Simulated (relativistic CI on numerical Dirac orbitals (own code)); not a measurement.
## Hyperfine structure of Ar¹⁴⁺, mass number 39

Calculated at this level of theory: Dirac-Coulomb-Breit CI, KLI orbitals optimised for each configuration, model QED (radiative potential, 1s self-energy scaled to tabulated hydrogen-like ionisation energies), unscaled Slater integrals (own radial code, finite nucleus).

Configuration list (outside the closed core 1s2): 2s2, 2s 2p, 2p2, 2p 3s, 2p 3p, 2s 3s, 2s 3p, 2s 3d, 2s 4s, 2s 4p, 2s 4d, 2s 4f, 3s2, 3s 3p, 3p2. Levels of other configurations are missing.

Nuclear spin I = 7/2, μ = -1.59 μN, Q = -0.116 b (tables of Stone and Pyykkö). The electronic factors are computed for point nuclear moments, without core polarisation or the Bohr-Weisskopf and QED corrections.

```json
{"Level": "2s 2p 3P°_1", "E (10³ cm⁻¹)": "237.0", "A (MHz)": "-28460", "B (MHz)": "993"}
{"Level": "2s 2p 3P°_2", "E (10³ cm⁻¹)": "253.7", "A (MHz)": "-20820", "B (MHz)": "-1970"}
{"Level": "2s 2p 1P°_1", "E (10³ cm⁻¹)": "465.6", "A (MHz)": "-5131", "B (MHz)": "-1980"}
{"Level": "2p2 3P_1", "E (10³ cm⁻¹)": "618.0", "A (MHz)": "146", "B (MHz)": "-975"}
{"Level": "2p2 3P_2", "E (10³ cm⁻¹)": "631.2", "A (MHz)": "-5372", "B (MHz)": "1800"}
{"Level": "2p2 1D_2", "E (10³ cm⁻¹)": "696.8", "A (MHz)": "-7091", "B (MHz)": "-3730"}
{"Level": "2s 3s 3S_1", "E (10³ cm⁻¹)": "3935.9", "A (MHz)": "-45050", "B (MHz)": "0.0454"}
{"Level": "2s 3p 1P°_1", "E (10³ cm⁻¹)": "4046.4", "A (MHz)": "-33380", "B (MHz)": "-324"}
```

Levels with J = 0, under 50 % of one LS term, or S terms without an open s electron are left out. Small factors come from cancelling terms and can be off by tens of per cent or more.

At this charge energies of transitions that change n are usually good to better than 1 %, and those within a shell (Δn = 0) to a few per cent.

(1) Give the hyperfine levels of 2s 2p 3P°_1 relative to its centre of gravity.

Results:

(1) With K = F(F + 1) − I(I + 1) − J(J + 1), E = AK/2 + B[¾K(K + 1) − I(I + 1)J(J + 1)]/[2I(2I − 1)J(2J − 1)]: F = 5/2: 128600, F = 7/2: 27750, F = 9/2: -99370 MHz.

LS names give the leading component of a level, which can be under half, so a name can repeat, a term be missing and a line seem to break the LS rules.
